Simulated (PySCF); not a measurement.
**Computed vibrations of Nd2N2**

Nd2N2 (singlet in the valence; each metal's 4f electrons, 3 of them, lie in its core potential, out of spins and levels). PySCF 2.14.0, RKS PBE, Nd lcecp-1-SVP with ECP49, N def2-SVP; non-relativistic Hamiltonian with scalar-relativistic core potentials where named; density fitting; no spin-orbit coupling. Central differences of gradients.

```xyz
4

Nd    0.0000    0.0000    1.5648
Nd    0.0000    0.0000   -1.5648
N     1.3944    0.0000    0.0000
N    -1.3944    0.0000    0.0000
```

Run from Python with OMP_NUM_THREADS=2. Where DIIS fails, smearing, a level shift and second-order steps follow.
It took 2.6 min on 2 threads of AMD EPYC (Zen 3), with other jobs on the host.

**Question.** What are the harmonic wavenumbers and infrared intensities?

**Answer.** Modes are labelled in D2h; negative numbers are unstable modes, those under 60 cm⁻¹ near the noise; a finer grid moves soft modes by up to 10 cm⁻¹.
| cm⁻¹ | km/mol | symmetry |
| --- | --- | --- |
| 224 | 66.8 | b3u |
| 244 | 0.0 | ag |
| 399 | 0.0 | b3g |
| 549 | 146.1 | b1u |
| 646 | 0.0 | ag |
| 678 | 236.6 | b2u |

**Question.** Is this a minimum?

**Answer.** Yes. Ideal gas at 298.15 K and 1 bar: S = 329.8 J/(mol K), Cp = 66.7 J/(mol K), H − H(0 K) = 14.6 kJ/mol (rigid rotor, harmonic modes, spin degeneracy alone, that of the 4f electrons in the core included).

An lcecp potential fixes the number of 4f electrons, so in runs with it no electron can move into or out of that shell.
